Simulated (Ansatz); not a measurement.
Computed with Ansatz on PBE0-D4/def2-TZVP structures; ΔE is electronic, products minus reactants. CCSD(T)/CBS is the MP2 limit (def2-TZVPP, def2-QZVPP) plus CCSD(T) − MP2 in def2-TZVPP, frozen cores. This one scheme is used for every species. Functionals use def2-TZVPP. B3LYP here is the variant with VWN-RPA as its local correlation; programs differ in this. One conformer a species, not always the lowest.

Consider the adduct formation: `[CH3][Al]([CH3])[F]` + H₂O → `[CH3][Al-]([CH3])([OH2+])[F]`.

| species | B3LYP-D4 energy (Eh) |
| --- | --- |
| `[CH3][Al]([CH3])[F]` | -422.31780 |
| H₂O | -76.46698 |
| `[CH3][Al-]([CH3])([OH2+])[F]` | -498.81694 |

Work out ΔE.

ΔE = (-498.81694) − (-422.31780) − (-76.46698) = -0.03216 Eh = -84.4 kJ/mol. CCSD(T)/CBS gives -86.6 kJ/mol.

Largest T1 diagnostic among the species: 0.011.

In def2-TZVPP, CCSD(T) changes the Hartree–Fock value by −13.3 kJ/mol (the triples alone add −1.9 kJ/mol) and MP2 by −12.7 kJ/mol. Leaving LDA and LC-ωPBE aside and taking each functional with its dispersion term where it has one, the values, not all of them listed here, spread over 17.7 kJ/mol, from r2SCAN0-D4 to BLYP-D4. LDA lies −31.3 kJ/mol from PBE without D4.
